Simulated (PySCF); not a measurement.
An equivalent PySCF input for Sn³⁺ (tin, charge +3), [Kr] 4d10 5s1, 2S determinant, with scalar relativity through the core potential:

```python
from pyscf import gto, scf, dft, mp, cc
import basis_set_exchange as bse
txt = bse.get_basis("aug-cc-pVDZ-PP", elements=["Sn"], fmt="nwchem", header=False)
cut = txt.index("\nECP")
mol = gto.M(atom="Sn 0 0 0", charge=3, spin=1, symmetry="D2h",
            basis=gto.basis.parse(txt[:cut]),
            ecp={"Sn": gto.basis.parse_ecp(txt[cut:])})
mf = dft.UKS(mol, xc="MN15")
mf.irrep_nelec = {'Ag': (4, 3), 'B1g': (1, 1), 'B2g': (1, 1), 'B3g': (1, 1), 'B1u': (1, 1), 'B2u': (1, 1), 'B3u': (1, 1)}
mf.kernel()
```

It reaches the same state as the run whose output follows, with an energy that differs only through the grid. The run itself started from symmetry-adapted Hartree-Fock orbitals and held the occupation by maximum overlap, on a logarithmic radial grid, so the iterations belong to that start.

```
SCF conv_tol = 1e-09
number electrons alpha = 10  beta = 9
XC functionals = MN15
    H. S. Yu, X. He, S. L. Li, and D. G. Truhlar.,  Chem. Sci. 7, 5032-5051 (2016)
    H. S. Yu, X. He, S. L. Li, and D. G. Truhlar.,  Chem. Sci. 7, 5032-5051 (2016)
cycle= 1 E= -211.868849913767  delta_E= -0.00916  |g|= 0.0387  |ddm|= 0.323
cycle= 2 E= -211.869344051215  delta_E= -0.000494  |g|= 0.0107  |ddm|= 0.127
cycle= 3 E= -211.869379648556  delta_E= -3.56e-05  |g|= 0.000399  |ddm|= 0.0112
cycle= 4 E= -211.869379830547  delta_E= -1.82e-07  |g|= 1.29e-05  |ddm|= 0.00431
cycle= 5 E= -211.869379830631  delta_E= -8.45e-11  |g|= 1.64e-07  |ddm|= 7.74e-05
converged SCF energy = -211.869379830631  <S^2> = 0.75027068  2S+1 = 2.0002707
```

Energies and moments cover only the electrons outside the core potential.
